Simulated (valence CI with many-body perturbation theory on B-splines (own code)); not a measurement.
**Level structure of Ta XLI**

Level of theory: configuration interaction combined with many-body perturbation theory (CI+MBPT): five valence electrons over a frozen Dirac-Fock core [Ar] 3d10, radial functions for each j: 11 s, 11 p, 10 d, 8 f, 5 g, 2 h, with the one-electron correlation potential Σ1 (screened to all orders), the two-electron term Σ2, the three-electron term Σ3, Breit, model QED; selected single and double excitations, second order for the rest, scaled by the run's own slope (own B-spline code, finite nucleus).

The last digits are not significant, and no measured levels were compared; by estimate large intervals hold to a few tenths of a per cent, small ones and those within an open d or f shell to about a per cent. Among the levels kept, up to 2100 cm⁻¹ of a level comes from second order outside the variational space, and about a tenth of that is noise between levels of different J, which matters for small intervals.

Levels 1 to 45 of 180, with energies above the lowest level, (4s^2 4p1/2^2 4p3/2) J=3/2. "Leading %" is the weight of the configuration and term that name the level; weights of strongly mixed levels are sums over their largest components and can fall short, so below about 35 % the name and the second component can differ from the true leading terms, or belong to a minority configuration. In the jj column 3d3/2^4 stands for four electrons in 3d with j = 3/2. Lifetimes count E1, E2, E3, M1 and M2 decay at the calculated energies, and are blank where another channel may lead or the interval is too uncertain; long ones can be off by a factor of two.

| No. | Configuration | Term | J | E (cm⁻¹) | Leading % | Leading jj | g | Lifetime |
| --- | --- | --- | --- | --- | --- | --- | --- | --- |
| 1 | 4s²4p³ | ²P° | 3/2 | 0 | 46 | 4s^2 4p1/2^2 4p3/2 (99 %) | 1.367 |  |
| 2 | 4s²4p³ | ⁴S° | 3/2 | 665200 | 54 | 4s^2 4p1/2 4p3/2^2 (99 %) | 1.454 | 176 ns |
| 3 | 4s²4p³ | ²D° | 5/2 | 708360 | 99 | 4s^2 4p1/2 4p3/2^2 (99 %) | 1.196 | 850 ns |
| 4 | 4s²4p³ | ²P° | 1/2 | 762630 | 99 | 4s^2 4p1/2 4p3/2^2 (99 %) | 0.659 | 260 ns |
| 5 | 4s²4p²4d | ²D | 3/2 | 1211400 | 37 | 4s^2 4p1/2^2 4d3/2 (96 %) | 0.791 | 99.8 ps |
| 6 | 4s4p⁴ | ⁴P | 5/2 | 1372300 | 32 | 4s^2 4p1/2^2 4d5/2 (53 %) | 1.351 | 28.0 ps |
| 7 | 4s²4p³ | ²P° | 3/2 | 1435500 | 52 | 4s^2 4p3/2^3 (98 %) | 1.301 | 89.1 ns |
| 8 | 4s4p⁴ | ⁴P | 5/2 | 1478300 | 38 | 4s 4p1/2^2 4p3/2^2 (51 %) | 1.333 | 3.41 ps |
| 9 | 4s4p⁴ | ²S | 1/2 | 1553400 | 57 | 4s 4p1/2^2 4p3/2^2 (92 %) | 2.121 | 4.22 ps |
| 10 | 4s4p⁴ | ²P | 3/2 | 1570600 | 37 | 4s 4p1/2^2 4p3/2^2 (86 %) | 1.169 | 2.15 ps |
| 11 | 4s²4p²4d | ²F | 5/2 | 1873600 | 46 | 4s^2 4p1/2 4p3/2 4d3/2 (97 %) | 0.963 | 122 ps |
| 12 | 4s²4p²4d | ⁴F | 3/2 | 1875000 | 36 | 4s^2 4p1/2 4p3/2 4d3/2 (95 %) | 0.917 | 19.7 ps |
| 13 | 4s²4p²4d | ⁴D | 1/2 | 1877900 | 79 | 4s^2 4p1/2 4p3/2 4d3/2 (98 %) | 0.213 | 113 ps |
| 14 | 4s²4p²4d | ²G | 7/2 | 1916800 | 46 | 4s^2 4p1/2 4p3/2 4d3/2 (95 %) | 1.049 | 4.90 ns |
| 15 | 4s²4p²4d | ²P | 3/2 | 2022600 | 31 | 4s^2 4p1/2 4p3/2 4d5/2 (65 %) | 1.473 | 54.7 ps |
| 16 | 4s²4p²4d | ⁴D | 7/2 | 2024800 | 47 | 4s^2 4p1/2 4p3/2 4d5/2 (99 %) | 1.310 | 1.43 ns |
| 17 | 4s²4p²4d | ²D | 5/2 | 2030400 | 30 | 4s^2 4p1/2 4p3/2 4d3/2 (78 %) | 1.209 | 751 fs |
| 18 | 4s²4p²4d | ²D | 3/2 | 2039900 | 34 | 4s^2 4p1/2 4p3/2 4d3/2 (87 %) | 1.193 | 567 fs |
| 19 | 4s²4p²4d | ⁴P | 1/2 | 2046000 | 36 | 4s^2 4p1/2 4p3/2 4d3/2 (91 %) | 1.675 | 697 fs |
| 20 | 4s²4p²4d | ²D | 5/2 | 2056100 | 33 | 4s^2 4p1/2 4p3/2 4d5/2 (70 %) | 1.185 | 8.64 ps |
| 21 | 4s²4p²4d | ²G | 9/2 | 2072600 | 59 | 4s^2 4p1/2 4p3/2 4d5/2 (98 %) | 1.196 | 8.27 μs |
| 22 | 4s²4p²4d | ²D | 3/2 | 2174800 | 27 | 4s^2 4p1/2 4p3/2 4d5/2 (60 %) | 1.114 | 3.03 ps |
| 23 | 4s²4p²4d | ²F | 7/2 | 2175900 | 51 | 4s^2 4p1/2 4p3/2 4d5/2 (91 %) | 1.109 | 2.31 ps |
| 24 | 4s²4p²4d | ²D | 5/2 | 2178000 | 29 | 4s^2 4p1/2 4p3/2 4d5/2 (80 %) | 1.218 | 1.31 ps |
| 25 | 4s²4p²4d | ²P | 1/2 | 2188200 | 36 | 4s^2 4p1/2 4p3/2 4d5/2 (75 %) | 1.378 | 2.59 ps |
| 26 | 4s²4p²4d | ²P | 3/2 | 2217900 | 30 | 4s^2 4p1/2 4p3/2 4d5/2 (59 %) | 1.248 | 1.82 ps |
| 27 | 4s4p⁴ | ²D | 5/2 | 2255700 | 54 | 4s 4p1/2 4p3/2^3 (65 %) | 1.265 | 1.64 ps |
| 28 | 4s4p⁴ | ²P | 3/2 | 2328700 | 43 | 4s 4p1/2 4p3/2^3 (81 %) | 1.088 | 1.10 ps |
| 29 | 4s4p⁴ | ²P | 1/2 | 2333900 | 42 | 4s 4p1/2 4p3/2^3 (66 %) | 1.248 | 956 fs |
| 30 | 4s4p³4d | ⁴D° | 5/2 | 2624700 | 27 | 4s 4p1/2^2 4p3/2 4d3/2 (92 %) | 1.277 | 30.3 ps |
| 31 | 4s4p³4d | ⁶D° | 3/2 | 2632000 | 30 | 4s 4p1/2^2 4p3/2 4d3/2 (94 %) | 1.343 | 18.0 ps |
| 32 | 4s4p³4d | ⁴P° | 1/2 | 2632400 | 43 | 4s 4p1/2^2 4p3/2 4d3/2 (94 %) | 2.529 | 34.1 ps |
| 33 | 4s4p³4d | ⁴F° | 7/2 | 2649600 | 24 | 4s 4p1/2^2 4p3/2 4d3/2 (82 %) | 1.291 | 63.1 ps |
| 34 | 4s²4p²4d | ²D | 3/2 | 2692800 | 35 | 4s^2 4p3/2^2 4d3/2 (90 %) | 1.179 | 697 fs |
| 35 | 4s²4p²4d | ⁴P | 1/2 | 2695400 | 41 | 4s^2 4p3/2^2 4d3/2 (88 %) | 1.556 | 780 fs |
| 36 | 4s²4p²4d | ²D | 5/2 | 2699100 | 28 | 4s^2 4p3/2^2 4d3/2 (87 %) | 1.195 | 811 fs |
| 37 | 4s²4p²4f | ⁴G° | 5/2 | 2709000 | 16 | 4s 4p1/2^2 4p3/2 4d3/2 (48 %) | 0.891 | 32.1 ps |
| 38 | 4s²4p²4d | ²F | 7/2 | 2716500 | 48 | 4s^2 4p3/2^2 4d3/2 (85 %) | 1.157 | 912 fs |
| 39 | 4s4p³4d | ⁴F° | 3/2 | 2726200 | 26 | 4s 4p1/2^2 4p3/2 4d3/2 (79 %) | 0.983 | 4.41 ps |
| 40 | 4s²4p²4d | ²F | 7/2 | 2753800 | 57 | 4s^2 4p3/2^2 4d5/2 (89 %) | 1.195 | 8.60 ps |
| 41 | 4s²4p²4d | ²P | 1/2 | 2760200 | 45 | 4s^2 4p3/2^2 4d5/2 (80 %) | 1.352 | 72.0 ps |
| 42 | 4s²4p²4d | ⁴F | 9/2 | 2760700 | 59 | 4s^2 4p3/2^2 4d5/2 (98 %) | 1.241 | 152 ns |
| 43 | 4s4p³4d | ⁴F° | 9/2 | 2771300 | 45 | 4s 4p1/2^2 4p3/2 4d5/2 (96 %) | 1.373 | 49.9 ps |
| 44 | 4s²4p²4d | ²D | 3/2 | 2781100 | 66 | 4s^2 4p3/2^2 4d3/2 (89 %) | 0.881 | 859 fs |
| 45 | 4s4p³4d | ⁴D° | 1/2 | 2795300 | 50 | 4s 4p1/2^2 4p3/2 4d3/2 (92 %) | 0.551 | 2.25 ps |

The ionisation energy to 4s²4p² ³P0 of the next ion comes out as 1912.1 eV (NIST: 1910 ± 4 eV (theoretical)). All 180 levels together are meant to be complete up to 4229200 cm⁻¹.
